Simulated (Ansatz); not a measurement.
BMe2(NH2) (C₂H₈BN) was relaxed with PBE0-D4 (def2-SVP) in Ansatz in these states: charge +1 doublet, neutral singlet. The geometries follow in no particular order.

A:

Cartesian coordinates in Å:
```
B 0.0247 -0.1868 -0.0530
C -1.3878 0.3036 0.4694
H -2.1537 -0.4872 0.5173
H -1.7757 1.1086 -0.1794
H -1.2969 0.7485 1.4756
C 1.2427 0.8218 -0.1387
H 2.1714 0.3797 -0.5340
H 1.4655 1.2382 0.8594
H 0.9836 1.6878 -0.7727
N 0.1965 -1.5197 -0.4450
H -0.5437 -2.2082 -0.4072
H 1.0734 -1.8864 -0.7916
```

B:

Cartesian coordinates in Å:
```
B 0.0503 0.0483 -0.1172
C -1.5059 -0.1276 -0.0127
H -2.0316 -0.2840 -0.9633
H -1.8418 0.8436 0.4092
H -1.7567 -0.9086 0.7190
C 1.0427 -0.3150 1.0459
H 2.0135 0.1957 1.0306
H 1.2150 -1.4023 0.8946
H 0.5410 -0.1978 2.0178
N 0.6109 0.5798 -1.3564
H 1.1195 0.0012 -2.0352
H 0.5430 1.5667 -1.6322
```

Problem. Judge from the bond lengths which geometry belongs to which state (an estimate).

Solution. A is the neutral singlet (B1–N10 1.400 Å, N10–H12 1.012 Å, N10–H11 1.012 Å); B is the charge +1 doublet (B1–N10 1.460 Å, N10–H12 1.027 Å, N10–H11 1.027 Å).
